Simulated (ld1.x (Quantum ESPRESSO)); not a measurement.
## An odd input for ld1.x (Quantum ESPRESSO) 7.5 (hafnium)

Command:

```bash
ld1.x < Hf.in > Hf.out
```

Input:

```
&input
   title='Hf', zed=72., rel=1, dft='REVPBE', iswitch=3,
   config='[Xe] 4f14 5d2 6s2 6p0',
   nld=3, rlderiv=3.50, eminld=-2.0, emaxld=5.0, deld=0.02
 /
 &inputp
   pseudotype=2, tm=.false., lloc=0,
   nlcc=.true., new_core_ps=.true., rcore=1.50,
   file_pseudopw='Hf.UPF', file_wfcaegen='ae.wfc', file_wfcncgen='nc.wfc', file_beta='beta', file_chi='chi'
 /
3
6P  2  1   0.00   0.00  3.20  3.20  0.0
5D  3  2   3.00   0.00  2.25  2.25  0.0
6S  1  0   2.00   0.00  2.85  2.85  0.0
 &test
   configts(1)='5d2 6s2 6p0'
 /
```

Output:

```
Program LD1 v.7.5

 %%%%%%%%%%%%%%%%%%%%%%%%%%%%%%%%%%%%%%%%%%%%%%%%%%%%%%%%%%%%%%%%%%%%%%%%%%%%%%
     Error in routine ld1_setup (2):
     mismatched all-electron/pseudo occupations
 %%%%%%%%%%%%%%%%%%%%%%%%%%%%%%%%%%%%%%%%%%%%%%%%%%%%%%%%%%%%%%%%%%%%%%%%%%%%%%

     stopping ...
```

Problem. This input was made by a single change from one that runs to its end. What was changed?

Solution. The change: occupation of 5D in the list raised by one against config. The program refuses the input: "ld1_setup: mismatched all-electron/pseudo occupations".
